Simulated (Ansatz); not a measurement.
`C=[CH][GaH][Cl]`, charge 0, multiplicity 1.

(1) Give a relaxed structure at PBE0-D4/def2-TZVP (Ansatz 0.2.0). (Best estimate.)

Answers

(1) Computed: 
Z-matrix (Å, degrees):
```
C
C 1 1.332
H 1 1.088 2 122.2
H 1 1.088 2 122.3 3 180.0
Ga 2 1.937 1 120.6 3 -0.0
H 2 1.087 1 118.9 3 180.0
Cl 5 2.154 2 116.7 1 -179.9
H 5 1.558 2 127.1 1 0.1
```
Point group Cs.
